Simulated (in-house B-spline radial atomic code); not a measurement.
**Binding energies in Cd**

NIST's tabulated ground configuration is [Kr] 4d10 5s2; each binding energy is the energy of the ion with one electron taken from that subshell, relaxed, less that of the parent. Method: Dirac-Hartree-Fock, average of configuration, Fermi nucleus of rms radius 4.6087 fm. Calculated with a B-spline radial code for spherical atoms. Energies include first-order Breit, QED and recoil terms.

```tsv
subshell	X-ray name	binding energy (eV)	-ε (eV)	relaxation (eV)
2s	L1	4032.3	4076.4	35.6
2p1/2	L2	3735.8	3783.0	38.9
2p3/2	L3	3546	3589.6	37.9
3s	M1	780.9	797.9	15.7
3p1/2	M2	661.8	679.1	16.1
3p3/2	M3	627	643.4	15.7
3d3/2	M4	418.2	435.4	17.0
3d5/2	M5	411.4	428.3	16.8
4s	N1	123.8	129.2	5.2
4p1/2	N2	84.05	89.00	4.80
4p3/2	N3	78.27	82.89	4.55
4d3/2	N4	16.82	20.09	3.28
4d5/2	N5	16.14	19.29	3.18
5s	O1	7.34	7.66	0.30
```

Relaxation = -ε minus the binding energy without Breit, QED and recoil terms.

Emission lines follow as differences of binding energies, with λ = 12398.42 eV·Å / E:

```
 line          holes  energy (eV)  wavelength (Å)
L3-M5  2p3/2 → 3d5/2       3134.6          3.9553
L2-M4  2p1/2 → 3d3/2       3317.6          3.7372
L1-M3     2s → 3p3/2       3405.3          3.6409
L3-M1     2p3/2 → 3s       2765.1          4.4839
L2-N4  2p1/2 → 4d3/2       3719.0          3.3338
```

**Question.** What does it cost to remove both a 3p1/2 and a 4d5/2 electron?

**Answer.** 693.93 eV, which is 16.03 eV more than the two single binding energies together.

**Question.** What does it cost to remove both a 3s and a 4d3/2 electron?

**Answer.** 813.82 eV, which is 16.14 eV more than the two single binding energies together.
